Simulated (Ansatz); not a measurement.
Start from `B[SiH](Cl)O[SiH3]` and change one atom or group to get `N[SiH](Cl)O[SiH3]`.

Ansatz, PBE0-D4/def2-TZVP geometries, multiplicity 1. Each molecule was computed in one conformer, which needn't be the lowest.

```json
{"property": "size of the dipole moment (ωB97M-V/def2-TZVPP) / D", "`B[SiH](Cl)O[SiH3]`": "1.31"}
{"property": "HOMO energy (PBE/def2-TZVPP) / eV", "`B[SiH](Cl)O[SiH3]`": "-6.89"}
{"property": "ideal-gas entropy at 298 K and 1 bar (rigid rotor, harmonic PBE0-D4/def2-TZVP) / J/(mol·K)", "`B[SiH](Cl)O[SiH3]`": "405"}
{"property": "zero-point energy (PBE0-D4/def2-TZVP) / kJ/mol", "`B[SiH](Cl)O[SiH3]`": "159.7"}
{"property": "LUMO energy (ωB97M-V/def2-TZVPP) / eV", "`B[SiH](Cl)O[SiH3]`": "-0.67"}
{"property": "HOMO energy (PBE0/def2-TZVPP) / eV", "`B[SiH](Cl)O[SiH3]`": "-8.16"}
```

**Question.** Give the same properties after the change, and the shifts. (An estimate is asked.)

**Answer.** Computed: 
```
                                                                                  property  `N[SiH](Cl)O[SiH3]`  shift
                                        size of the dipole moment (ωB97M-V/def2-TZVPP) / D                 1.59   0.28
                                                         HOMO energy (PBE/def2-TZVPP) / eV                -6.56   0.33
ideal-gas entropy at 298 K and 1 bar (rigid rotor, harmonic PBE0-D4/def2-TZVP) / J/(mol·K)                  392    -13
                                            zero-point energy (PBE0-D4/def2-TZVP) / kJ/mol                176.4   16.7
                                                     LUMO energy (ωB97M-V/def2-TZVPP) / eV                 1.82   2.49
                                                        HOMO energy (PBE0/def2-TZVPP) / eV                -8.01   0.15
```

With PBE0 the HOMO rises by 0.15 eV and the LUMO rises by 2.82 eV, so the gap widens by about 2.67 eV. PBE moves the HOMO by 0.33 eV and ωB97M-V by -0.06 eV. Dipoles are sizes alone; their direction can turn. Modes under 60 cm⁻¹, often nearly free rotors, make the harmonic entropy too high.
